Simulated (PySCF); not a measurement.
**Computed properties of SrF, SMILES [F][Sr+], charge +1**

SrF, SMILES [F][Sr+], charge +1. Coordinates come from a B3LYP-D3(BJ)/def2-TZVPD optimisation. The spin state was assumed, not searched. The def2 effective core potentials stand for the cores of Sr; spin–orbit coupling is left out. Other conformers were not sampled. All values are computed for the isolated molecule unless a solvent is named; none is compared with measurement here.

**Structure.** The optimised structure has C∞v symmetry. All 1 harmonic modes at B3LYP-D3(BJ)/def2-TZVPD (PySCF) are real, so it is a minimum.

**Vibrations.** The strongest infrared lines (harmonic, unscaled, degenerate partners summed) lie at 573 cm⁻¹ (132 km/mol, F 82 %, Sr 18 %). The softest mode is at 573 cm⁻¹ and the zero-point energy is 0.8 kcal/mol.

**Electronic structure.** CAM-B3LYP/def2-TZVPD (PySCF) places the frontier levels at -15.91 and -6.31 eV, a gap of 9.60 eV and a mean polarisability of 15.8 bohr³.

**Excitations.** TDDFT-M06-2X/def2-TZVPD (PySCF) has S1 at 6.99 eV (177 nm, f = 0.005, weak); the most intense of the 10 singlets computed lies at 7.01 eV (f = 0.02). Strengths of degenerate partners are summed. T1 (TDA) is at 6.94 eV. No vertical singlet excitation falls in the visible range (under 3.1 eV).
